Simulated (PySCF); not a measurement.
C4H8O (SMILES COC1CC1), singlet, geometry from GFN2-xTB; DF-B3LYP/pcseg-2 in PySCF.

Here is a job for PySCF.
```python
from pyscf import gto, scf, dft

mol = gto.Mole()
mol.atom = '''
    C     1.76129361    0.82185840    0.32423016
    O     0.67998219    0.05855705    0.80453327
    C    -0.06833486   -0.52857028   -0.21243466
    C    -1.50877325   -0.80711472    0.06400562
    C    -1.13279720    0.27043973   -0.91201066
    H     2.27207831    1.21941043    1.19879163
    H     1.41864620    1.64858318   -0.30866296
    H     2.45674209    0.20112289   -0.25420304
    H     0.49664646   -1.24616647   -0.80796124
    H    -1.88690851   -0.49908814    1.02542287
    H    -1.93335041   -1.72619140   -0.30840287
    H    -1.29685358    0.10099674   -1.96501777
    H    -1.27518792    1.29319778   -0.59897566
'''
mol.basis = 'pcseg-2'
mol.verbose = 4
mol.max_memory = 1800
mol.build()

mf = dft.RKS(mol)
mf.xc = 'b3lyp'
mf = mf.density_fit(auxbasis='def2-universal-jkfit')
mf.kernel()
```

The log (banner, timings and long lists left out):

```
PySCF version 2.14.0

[INPUT] verbose = 4
[INPUT] num. atoms = 13
[INPUT] num. electrons = 40
[INPUT] charge = 0
[INPUT] spin (= nelec alpha-beta = 2S) = 0
[INPUT] symmetry False subgroup None
[INPUT] Mole.unit = angstrom
[INPUT] Symbol           X                Y                Z      unit          X                Y                Z       unit  Magmom
[INPUT]  1 C      1.761293610000   0.821858400000   0.324230160000 AA    3.328362547847   1.553087289173   0.612706203724 Bohr   0.0
[INPUT]  2 O      0.679982190000   0.058557050000   0.804533270000 AA    1.284980108682   0.110656787162   1.520347538401 Bohr   0.0
[INPUT]  3 C     -0.068334860000  -0.528570280000  -0.212434660000 AA   -0.129134170160  -0.998853066785  -0.401443326765 Bohr   0.0
[INPUT]  4 C     -1.508773250000  -0.807114720000   0.064005620000 AA   -2.851168226570  -1.525225771905   0.120953092233 Bohr   0.0
[INPUT]  5 C     -1.132797200000   0.270439730000  -0.912010660000 AA   -2.140676462674   0.511057022901  -1.723450370084 Bohr   0.0
[INPUT]  6 H      2.272078310000   1.219410430000   1.198791630000 AA    4.293605739465   2.304351746138   2.265387861121 Bohr   0.0
[INPUT]  7 H      1.418646200000   1.648583180000  -0.308662960000 AA    2.680852785655   3.115370703765  -0.583288459198 Bohr   0.0
[INPUT]  8 H      2.456742090000   0.201122890000  -0.254203040000 AA    4.642569708792   0.380067179481  -0.480374125632 Bohr   0.0
[INPUT]  9 H      0.496646460000  -1.246166470000  -0.807961240000 AA    0.938525790135  -2.354913333916  -1.526825462864 Bohr   0.0
[INPUT] 10 H     -1.886908510000  -0.499088140000   1.025422870000 AA   -3.565740306011  -0.943139896619   1.937768386165 Bohr   0.0
[INPUT] 11 H     -1.933350410000  -1.726191400000  -0.308402870000 AA   -3.653502777716  -3.262028984580  -0.582796960330 Bohr   0.0
[INPUT] 12 H     -1.296853580000   0.100996740000  -1.965017770000 AA   -2.450698089862   0.190856178074  -3.713345415204 Bohr   0.0
[INPUT] 13 H     -1.275187920000   1.293197780000  -0.598975660000 AA   -2.409755926154   2.443789629096  -1.131899952681 Bohr   0.0

nuclear repulsion = 183.69417794668
number of shells = 44
number of NR pGTOs = 366
number of NR cGTOs = 262
basis = pcseg-2
ecp = {}

******** <class 'pyscf.df.df_jk.DFRKS'> ********
method = DFRKS
initial guess = minao
damping factor = 0
level_shift factor = 0
DIIS = <class 'pyscf.scf.diis.CDIIS'>
diis_start_cycle = 1
diis_space = 8
diis_damp = 0
SCF conv_tol = 1e-09
SCF conv_tol_grad = None
SCF max_cycles = 50
direct_scf = False
XC library pyscf.dft.libxc version 7.1.2
    S. Lehtola, C. Steigemann, M. J. T. Oliveira, and M. A. L. Marques,  SoftwareX 7, 1–5 (2018)
XC functionals = b3lyp
    P. J. Stephens, F. J. Devlin, C. F. Chabalowski, and M. J. Frisch,  J. Phys. Chem. 98, 11623 (1994)
radial grids:
    Treutler-Ahlrichs [JCP 102, 346 (1995); DOI:10.1063/1.469408] (M4) radial grids

becke partition: Becke, JCP 88, 2547 (1988); DOI:10.1063/1.454033
pruning grids: <function nwchem_prune>
grids dens level: 3
symmetrized grids: False
atomic radii adjust function: <function treutler_atomic_radii_adjust>
small_rho_cutoff = 0
Set gradient conv threshold to 3.16228e-05
Initial guess from minao.
tot grids = 149024
******** <class 'pyscf.df.df.DF'> ********
auxbasis = def2-universal-jkfit
init E= -233.045830339036
  HOMO = -0.319530501259984  LUMO = -0.00762475168601906  gap/eV = 8.48739
cycle= 1 E= -232.433412333488  delta_E= 0.612  |g|= 0.616  |ddm|= 2.52
  HOMO = -0.135400428047202  LUMO = 0.0256528553825719  gap/eV = 4.38248
cycle= 2 E= -232.328395361956  delta_E= 0.105  |g|= 0.968  |ddm|= 1.73
  HOMO = -0.257477094533204  LUMO = 0.0196720807029349  gap/eV = 7.54161
cycle= 3 E= -232.50792574073  delta_E= -0.18  |g|= 0.11  |ddm|= 1.29
  HOMO = -0.257170228021614  LUMO = 0.0175799791794633  gap/eV = 7.47633
cycle= 4 E= -232.509918632292  delta_E= -0.00199  |g|= 0.0432  |ddm|= 0.0993
  HOMO = -0.256587860274084  LUMO = 0.0180993932244435  gap/eV = 7.47462
cycle= 5 E= -232.510340882533  delta_E= -0.000422  |g|= 0.0068  |ddm|= 0.037
  HOMO = -0.256406882329824  LUMO = 0.0182526750825023  gap/eV = 7.47387
cycle= 6 E= -232.510350171266  delta_E= -9.29e-06  |g|= 0.00218  |ddm|= 0.00679
  HOMO = -0.256562940999921  LUMO = 0.0182092708164125  gap/eV = 7.47693
cycle= 7 E= -232.510351310151  delta_E= -1.14e-06  |g|= 0.00035  |ddm|= 0.00208
  HOMO = -0.256536056236066  LUMO = 0.0182190322077496  gap/eV = 7.47647
cycle= 8 E= -232.510351337915  delta_E= -2.78e-08  |g|= 8.28e-05  |ddm|= 0.000419
  HOMO = -0.256544290590193  LUMO = 0.0182180127008529  gap/eV = 7.47666
cycle= 9 E= -232.510351339423  delta_E= -1.51e-09  |g|= 3.08e-05  |ddm|= 0.000121
  HOMO = -0.256542239099839  LUMO = 0.0182183228394051  gap/eV = 7.47662
cycle= 10 E= -232.510351339628  delta_E= -2.05e-10  |g|= 6.78e-06  |ddm|= 2.89e-05
  HOMO = -0.25654232256874  LUMO = 0.0182182296657256  gap/eV = 7.47662
Extra cycle  E= -232.510351339622  delta_E= 6.08e-12  |g|= 8.85e-06  |ddm|= 1.33e-05
converged SCF energy = -232.510351339622
```
